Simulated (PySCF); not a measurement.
AlCl₂ (SMILES [Cl][Al][Cl]), doublet, geometry from GFN2-xTB (such geometries of metal compounds can be far from the true shape).

Here is a job for PySCF.
```python
from pyscf import gto, scf, cc

mol = gto.M(
    atom='''
Al    0.00160221    0.63542259    0.02351302
Cl    1.85128917   -0.24859337    0.01717242
Cl   -1.85251440   -0.23731802   -0.03515296
''',
    basis='pcseg-1',
    spin=1,
    verbose=5,
)

mf = scf.UHF(mol)
mf.kernel()

mycc = cc.CCSD(mf)
mycc.iterative_damping = 0.8
mycc.kernel()
et = mycc.ccsd_t()
print('E(CCSD(T)) = %.10f' % (mycc.e_tot + et))
```

Question: Give the total energy at the level CCSD(T)/pcseg-1 in PySCF.

Answer: -1161.2909 Eh

Question: What is the computed number of basis functions (CCSD(T)/pcseg-1)?

Answer: 54

Question: What SCF-reference dipole moment does CCSD(T)/pcseg-1 give?

Answer: 1.21 D

These values belong to the state on which the SCF converged, which isn't shown to be the lowest.

Question: Roughly what does it cost on one core?

Answer: roughly 30 core-seconds.
